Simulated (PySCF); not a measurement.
C6H13 (SMILES C[CH]CCCC), doublet, geometry from GFN2-xTB. Base run: SCAN/3-21G (PySCF).

Geometry (Å):
```xyz
19

C     -2.7562    -0.2056     0.2128
C     -1.7845     0.3412    -0.7581
C     -0.3683    -0.0779    -0.7650
C      0.4770     0.7293     0.2494
C      1.9673     0.3999     0.1854
C      2.2910    -1.0176     0.6426
H     -2.4304    -1.1745     0.5871
H     -3.7434    -0.3141    -0.2406
H     -2.8834     0.4607     1.0763
H     -2.0675     1.2166    -1.3190
H      0.0653     0.0742    -1.7575
H     -0.2950    -1.1373    -0.5099
H      0.1016     0.5335     1.2557
H      0.3385     1.7929     0.0423
H      2.3253     0.5426    -0.8369
H      2.5035     1.1070     0.8239
H      1.8595    -1.7539    -0.0304
H      1.9006    -1.1930     1.6430
H      3.3678    -1.1704     0.6638
```
Charge 0, spin multiplicity 2.
Orbitals are unrestricted.
All else is at PySCF's defaults.
Base energy -235.00752 Eh.

Variants of this job, named by their change:

| change | ΔE vs base (µEh) | grid points | electrons on the grid | outcome |
|---|---|---|---|---|
| base | 0.0 | 212216 | 49.00014 | converged |
| grids.prune = off | 2.3 | 332200 | 49.00013 | converged |
| grids.becke_scheme = stratmann | 1.3 | 212216 | 49.00014 | converged |
| grids.prune = dft.gen_grid.sg1_prune | -31.4 | 94024 | 49.00073 | converged |
| grids.atom_grid = (50, 194) | 728 | 125840 | 49.00070 | converged |
| grids.level = 2 | 6081 | 137088 | 49.00013 | converged |
| grids.radi_method = delley | 1776 | 229856 | 49.00014 | converged |
| grids.radi_method = gauss_chebyshev | 3457 | 207136 | 49.00014 | converged |
| small_rho_cutoff = 0 | 0.0 | 212216 | 49.00014 | converged |
| grids.atom_grid = (150, 974) | - | - | - | cut at the time limit |
| grids.prune = dft.gen_grid.treutler_prune | -1.6 | 181472 | 49.00013 | converged |

Open shells are given as the SCF converged; they aren't shown to be the lowest states, and a large step between rows can be another state.
